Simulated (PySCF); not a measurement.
Dipole response of Tc²⁺ (technetium, charge +2)

[Kr] 4d5, high-spin 6S determinant. Computed with PySCF 2.14 in aug-cc-pVTZ-PP with one added diffuse shell each of s, p, d, f, g type with ECP28MDF (7s7p6d4f3g, 113 functions), with a scalar-relativistic core potential. Coupled (time-dependent) response in atomic units; α is the mean over directions.

```
method  mean α (bohr³)  C₆ (like pair)  S(−4)
   UHF           8.097           42.87  19.34
   PBE           9.362           50.31  30.72
  PBE0           8.882           47.52  25.92
```

S(−4) is the Cauchy moment in α(ω) = α(0) + S(−4) ω² + …

α(iu) at PBE0:

```csv
u (hartree),α(iu) (bohr³)
0,8.882
0.0500,8.818
0.100,8.635
0.200,8.022
0.300,7.272
0.500,5.881
0.750,4.581
1.00,3.651
1.50,2.448
2.00,1.730
3.00,0.9696
5.00,0.4127
```

A single London oscillator, α(iu) = α/(1 + u²/ω²), gives C₆ = (3/4) ω α². Matching the computed C₆ needs ω = 4 × 47.52 / (3 × 8.882²) = 0.803 hartree.

For an ion, C₆ is the dispersion term alone; charge-induced terms of lower order in 1/R come first.

Energies and moments cover only the electrons outside the core potential.
